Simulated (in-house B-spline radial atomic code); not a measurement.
Ionising Ga+ with different functionals

Computed with an all-electron radial atomic-structure program (B-spline basis): scalar-relativistic (spin-free X2C) Hamiltonian, Fermi nucleus of rms radius 3.9973 fm, spin-polarised at highest spin, spherical fractional occupations for the functionals, and exact exchange of hybrids averaged over the configuration. The ionisation energy is the difference of two self-consistent energies, [Ar] 3d10 4s2 → [Ar] 3d10 4s1, without Breit or QED terms; ε is the level of the shell that loses the electron (its least bound occupied spin orbital). There is no spin-orbit coupling in this Hamiltonian.

| method | rung | ΔSCF (eV) | -ε(4s) (eV) |
| --- | --- | --- | --- |
| PBE0 | global hybrid | 20.44 | 17.22 |
| B3LYP | global hybrid | ? | ? |
| TPSSh | global hybrid | 20.40 | 16.64 |
| BHandHLYP | global hybrid | 20.35 | 18.13 |
| r2SCAN0 | global hybrid | 20.31 | 17.45 |
| B97-1 | global hybrid | 20.71 | 17.00 |
| HSE06 | range-separated hybrid | 20.51 | 16.92 |
| wB97X | range-separated hybrid | ? | ? |
| CAM-B3LYP | range-separated hybrid | 20.79 | 18.75 |
| LC-wPBE | range-separated hybrid | 20.38 | 19.96 |

What does wB97X give?

ΔSCF 20.75 eV, and -ε(4s) = 19.74 eV.

What does B3LYP give?

ΔSCF 20.85 eV, and -ε(4s) = 17.23 eV.

Among the functionals, which spreads more, the ΔSCF values or the orbital energies?

The orbital energies: ΔSCF values span about 0.54 eV and the orbital energies 3.31 eV; here energy differences depend much less on the functional than eigenvalues do.

How do they compare with the NIST value?

NIST lists 20.515 eV (measured, ground level to ground level). Errors run from -0.21 to +0.33 eV; HSE06 is closest (-0.01 eV), but part of that can be cancellation, since the calculations leave out Breit-QED terms.
